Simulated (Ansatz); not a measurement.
Consider the ligand exchange at the Si–O bond: `OB(Cl)O[SiH3]` + `F[SiH2]P` → `F[SiH2]P[SiH3]` + `OB(O)Cl`.

Calculated with Ansatz (gas phase, PBE0-D4/def2-TZVP geometries, no zero-point term in ΔE). CBS: MP2 limit from def2 TZ/QZ plus the TZ coupled-cluster correction, frozen cores. DFT in def2-TZVPP. HSE06 is defined as in plane-wave codes. One conformer a species, not always the lowest.

CCSD(T)/CBS gives +60.3 kJ/mol.

Problem. Another level gave +54.6 kJ/mol. Which?
A. CCSD/def2-TZVPP
B. ωB97M-V/def2-TZVPP
C. HSE06-D4/def2-TZVPP
D. r2SCAN-D4/def2-TZVPP

Solution. D. r2SCAN-D4 54.6, HSE06-D4 44.9, CCSD/def2-TZVPP 66.3, ωB97M-V 61.1 kJ/mol.

Largest T1 diagnostic among the species: 0.013.

From BLYP to BHLYP (50 % exact exchange), in def2-TZVPP and without D4, ΔE moves by +10.2 kJ/mol. In def2-TZVPP, CCSD(T) changes the Hartree–Fock value by −25.3 kJ/mol (the triples alone add −4.3 kJ/mol) and MP2 by −26.0 kJ/mol. At CCSD(T), def2-SVP lies −3.1 kJ/mol from the extrapolated value and def2-TZVPP +1.6 kJ/mol.
